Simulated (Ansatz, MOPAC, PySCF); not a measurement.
Members of the series GeXY, Y = chloro; each row names its spin state. All species are isolated molecules in the gas phase. One relaxed conformer stands for each flexible species; it need not be the lowest. Strings in code marks are SMILES.

Quantity: adiabatic spin-state energy, in kcal/mol. HF references are unrestricted for open shells and restricted for singlets. Semi-empirical values (MOPAC) are differences of heats of formation.

Level 1: BLYP/cc-pVTZ // B3LYP-D3(BJ)/def2-TZVP (Ansatz, a quantum-chemistry and plane-wave program)
Level 2: B3LYP/6-31G* // B3LYP-D3(BJ)/def2-TZVP (PySCF)
Level 3: frozen-core MP2/6-31G* // B3LYP-D3(BJ)/def2-TZVP (PySCF)
Level 4: AM1 // B3LYP-D3(BJ)/def2-TZVP (MOPAC)

```
species                                                level 2  level 3  level 4
-----------------------------------------------------  -------  -------  -------
`[Cl][Ge][Cl]`: multiplicity 3 minus multiplicity 1       63.5     56.3    -6.42
`[SiH3][Ge][Cl]`: multiplicity 3 minus multiplicity 1     27.9     21.2    -25.9
`O=[CH][Ge][Cl]`: multiplicity 3 minus multiplicity 1     21.7     27.3    -19.7
```

Question: What does level 1 give for each?

Answer: 
- `[Cl][Ge][Cl]`: multiplicity 3 minus multiplicity 1: 64.5
- `[SiH3][Ge][Cl]`: multiplicity 3 minus multiplicity 1: 28.8
- `O=[CH][Ge][Cl]`: multiplicity 3 minus multiplicity 1: 18.6
